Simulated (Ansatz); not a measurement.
One change: `C[O][Zr]1234([NH2])([N](C)C)[C@H]5[C@@H]1[C@@H]2[C@@H]3[C@H]54` becomes `C[O][Zr]1234([F])([N](C)C)[C@H]5[C@@H]1[C@@H]2[C@@H]3[C@H]54`.

Ansatz, PBE0-D4/def2-TZVP geometries, multiplicity 1. Each molecule was computed in one conformer, which needn't be the lowest.

Elements past krypton have def2 core potentials.

| property | `C[O][Zr]1234([NH2])([N](C)C)[C@H]5[C@@H]1[C@@H]2[C@@H]3[C@H]54` |
| --- | --- |
| HOMO energy (PBE0/def2-TZVPP) / eV | -5.72 |
| HOMO–LUMO gap (B3LYP/def2-TZVPP) / eV | 5.23 |
| HOMO–LUMO gap (ωB97M-V/def2-TZVPP) / eV | 9.15 |
| HOMO energy (PBE/def2-TZVPP) / eV | -4.56 |
| HOMO energy (ωB97M-V/def2-TZVPP) / eV | -7.93 |
| HOMO–LUMO gap (PBE/def2-TZVPP) / eV | 3.57 |

(1) What does the change do to each property? (An estimate is asked.)

## Answers

(1) Ansatz gave: 
| property | `C[O][Zr]1234([F])([N](C)C)[C@H]5[C@@H]1[C@@H]2[C@@H]3[C@H]54` | shift |
| --- | --- | --- |
| HOMO energy (PBE0/def2-TZVPP) / eV | -6.07 | -0.35 |
| HOMO–LUMO gap (B3LYP/def2-TZVPP) / eV | 5.34 | 0.11 |
| HOMO–LUMO gap (ωB97M-V/def2-TZVPP) / eV | 9.47 | 0.32 |
| HOMO energy (PBE/def2-TZVPP) / eV | -4.90 | -0.34 |
| HOMO energy (ωB97M-V/def2-TZVPP) / eV | -8.25 | -0.32 |
| HOMO–LUMO gap (PBE/def2-TZVPP) / eV | 3.69 | 0.12 |

With PBE0 the HOMO falls by 0.35 eV and the LUMO falls by 0.23 eV, so the gap widens by about 0.12 eV. PBE moves the HOMO by -0.34 eV and ωB97M-V by -0.32 eV.

B3LYP here is the variant with VWN-RPA as its local correlation; programs differ in this.

Positive LUMOs are unbound, so they and the gaps depend on the basis.
